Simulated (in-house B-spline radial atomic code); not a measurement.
Results of a calculation; reference values are marked as such.
# Extrapolating the RPA correlation energy in partial waves: Mg⁵⁺

All-electron RPA on r2SCAN orbitals from a B-spline radial code for spherical atoms, non-relativistic, point nucleus, configuration [He] 2s2 2p3, highest spin. With empty states up to angular momentum L the sums are:

| L | E_c(L) (hartree) |
| --- | --- |
| 3 | -0.346953 |
| 4 | -0.360089 |
| 5 | -0.365342 |
| 6 | -0.367840 |
| 7 | -0.369173 |

For large l each further wave adds A/(l + 1/2)⁴, because the basis must build the cusp where two electrons meet.

Question: Estimate the limit from L = 6 and L = 7.

Answer: Wave 7 adds -0.001333, against a sum of (l + 1/2)⁻⁴ of 3.16049e-04, so A = -4.2177. The sum over l > 7 is ζ(4, 8.5) = 6.4602e-04, close to 1/(3 × 8³) = 6.5104e-04. The tail is -0.002725 and the limit -0.37190 hartree.

Question: How good is the estimate?

Answer: A run to L = 11 sums to -0.37093 and extrapolates to -0.37161 hartree, 0.03 millihartree from the run before. The estimate differs from that by -0.29 millihartree, while the bare sum at L = 7 misses 2.4 millihartree (0.7 %).
